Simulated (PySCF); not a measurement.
SMILES O=C1O[CH]CO1, doublet (B3LYP/def2-SVP optimised geometry):

```
9

O     -2.182    -1.841     1.549
C     -1.393    -1.145     1.002
O     -0.100    -1.515     0.703
C      0.511    -0.512     0.000
C     -0.412     0.666     0.000
O     -1.601     0.119     0.576
H      1.601    -0.512     0.000
H     -0.062     1.515     0.622
H     -0.644     1.060    -1.006
```

Computed with unrestricted B3LYP/def2-TZVP (PySCF 2.14.0).

Problem. What are the frontier orbital energies (α orbitals alone; a β orbital can be the lowest empty one) and the dipole moment?

Solution. HOMO-2 -9.09 eV, HOMO-1 -8.79 eV, HOMO -5.94 eV, LUMO 0.38 eV, LUMO+1 0.58 eV; dipole moment 4.69 D.

On the same geometry unrestricted PBE/def2-TZVP (PySCF) gives HOMO-2 -7.77 eV, HOMO-1 -7.35 eV, HOMO -4.73 eV, LUMO -0.49 eV, LUMO+1 -0.05 eV; dipole moment 4.44 D.

Meta-Löwdin charges at B3LYP/def2-TZVP: O1 -0.42, C2 0.66, O3 -0.29, C4 -0.01, C5 -0.01, O6 -0.33, H7 0.14, H8 0.12, H9 0.13.
